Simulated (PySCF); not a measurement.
Computed shifts of a molecule Cl2H4OSi2, KT2/pcSseg-1 (PySCF), GIAO, gas phase, atoms alike by connectivity averaged where their shifts nearly agree, in ppm (number of nuclei): ²⁹Si: -10.5 (2). ¹H: 6.06 (2), 5.87 (2). References: ²⁹Si against TMS (σ = 361.9 ppm); ³⁵Cl against HCl (σ = 945.4 ppm); ¹⁷O against H2O (σ = 330.4 ppm); ¹H against TMS (σ = 31.47 ppm), references at their B3LYP-D3(BJ)/def2-TZVP geometries, non-relativistic (without spin–orbit terms, shifts of atoms bonded to Cl or Br come out too high). The structure is a stationary point at B3LYP-D3(BJ)/def2-SVP. The values are those of a single conformer.

Problem. Which molecule gave these data?
A) [SiH3]O[SiH](Cl)Cl
B) O[Si]([SiH3])(Cl)Cl
C) Cl[SiH2]O[SiH2]Cl
D) O[Si@@H](Cl)[SiH2]Cl

Solution. C, Cl[SiH2]O[SiH2]Cl
